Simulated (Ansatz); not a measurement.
Born–Oppenheimer molecular dynamics of AlClH2O2 (6 atoms, charge 0, multiplicity 1). It starts from a relaxed structure.

Level of theory: RKS PBE0-D4/STO-3G (Ansatz 0.2.0).

```yaml
ensemble: NVT, Langevin thermostat
time_step: 0.5 fs
steps_asked: 500
set_temperature: 400 K
friction: 0.001 /fs
seed: 408562
```

Frames 5 fs apart, positions in Å.

Velocities at 150 fs (Å/ps):

```
Al -3.47 -1.19 -7.28
O 1.81 -5.55 1.07
H 11.20 -10.81 16.31
O 1.06 -1.07 4.16
H -19.94 2.59 10.10
Cl 4.87 3.87 1.06
```

```xyz
6
Properties=species:S:1:pos:R:3 time_fs=150 energy_less_start_eV=0.142 T=341
Al 0.210 -0.347 0.104
O 0.093 -0.564 1.808
H -0.821 -0.232 2.162
O 1.595 -0.818 -0.732
H 1.378 -0.636 -1.719
Cl -1.553 0.317 -0.992
6
Properties=species:S:1:pos:R:3 time_fs=155 energy_less_start_eV=0.162 T=292
Al 0.186 -0.352 0.074
O 0.104 -0.592 1.805
H -0.765 -0.270 2.188
O 1.600 -0.824 -0.716
H 1.310 -0.637 -1.667
Cl -1.527 0.334 -0.984
6
Properties=species:S:1:pos:R:3 time_fs=160 energy_less_start_eV=0.083 T=372
Al 0.155 -0.359 0.062
O 0.126 -0.622 1.780
H -0.766 -0.265 2.130
O 1.598 -0.830 -0.703
H 1.347 -0.677 -1.682
Cl -1.498 0.350 -0.974
6
Properties=species:S:1:pos:R:3 time_fs=165 energy_less_start_eV=0.080 T=389
Al 0.127 -0.371 0.068
O 0.145 -0.648 1.740
H -0.762 -0.265 2.031
O 1.589 -0.830 -0.694
H 1.475 -0.751 -1.702
Cl -1.469 0.364 -0.964
6
Properties=species:S:1:pos:R:3 time_fs=170 energy_less_start_eV=0.201 T=270
Al 0.113 -0.392 0.074
O 0.154 -0.670 1.695
H -0.726 -0.299 1.997
O 1.573 -0.826 -0.685
H 1.572 -0.817 -1.691
Cl -1.446 0.381 -0.955
6
Properties=species:S:1:pos:R:3 time_fs=175 energy_less_start_eV=0.196 T=299
Al 0.118 -0.421 0.066
O 0.157 -0.694 1.669
H -0.717 -0.341 2.092
O 1.552 -0.822 -0.667
H 1.552 -0.828 -1.681
Cl -1.431 0.402 -0.950
6
Properties=species:S:1:pos:R:3 time_fs=180 energy_less_start_eV=0.201 T=275
Al 0.129 -0.452 0.045
O 0.151 -0.718 1.678
H -0.646 -0.429 2.178
O 1.544 -0.823 -0.650
H 1.462 -0.784 -1.643
Cl -1.425 0.429 -0.949
6
Properties=species:S:1:pos:R:3 time_fs=185 energy_less_start_eV=0.196 T=300
Al 0.130 -0.479 0.033
O 0.153 -0.742 1.702
H -0.685 -0.477 2.234
O 1.563 -0.832 -0.650
H 1.412 -0.725 -1.652
Cl -1.424 0.460 -0.951
6
Properties=species:S:1:pos:R:3 time_fs=190 energy_less_start_eV=0.075 T=444
Al 0.118 -0.502 0.039
O 0.154 -0.766 1.728
H -0.726 -0.509 2.140
O 1.608 -0.850 -0.671
H 1.448 -0.685 -1.660
Cl -1.423 0.492 -0.957
6
Properties=species:S:1:pos:R:3 time_fs=195 energy_less_start_eV=0.147 T=329
Al 0.105 -0.526 0.059
O 0.154 -0.787 1.745
H -0.794 -0.527 2.023
O 1.649 -0.871 -0.697
H 1.536 -0.650 -1.681
Cl -1.422 0.520 -0.962
6
Properties=species:S:1:pos:R:3 time_fs=200 energy_less_start_eV=0.265 T=170
Al 0.109 -0.548 0.074
O 0.143 -0.802 1.754
H -0.832 -0.552 1.965
O 1.664 -0.887 -0.713
H 1.612 -0.605 -1.692
Cl -1.418 0.546 -0.963
6
Properties=species:S:1:pos:R:3 time_fs=205 energy_less_start_eV=0.182 T=251
Al 0.134 -0.567 0.075
O 0.121 -0.813 1.756
H -0.819 -0.594 2.041
O 1.652 -0.896 -0.716
H 1.616 -0.553 -1.669
Cl -1.408 0.567 -0.959
```

Of the whole run (250 fs, mean temperature of the second half 297 K): The mean temperature of the second half is 26 % below the set value. A run of 0.25 ps of so small a system gives no equilibrium averages. Limits of this set-up: minimal basis.

The run took 8.5 min on 1 thread of Arm Neoverse V2 (shared host), peak memory 0.085 GiB.
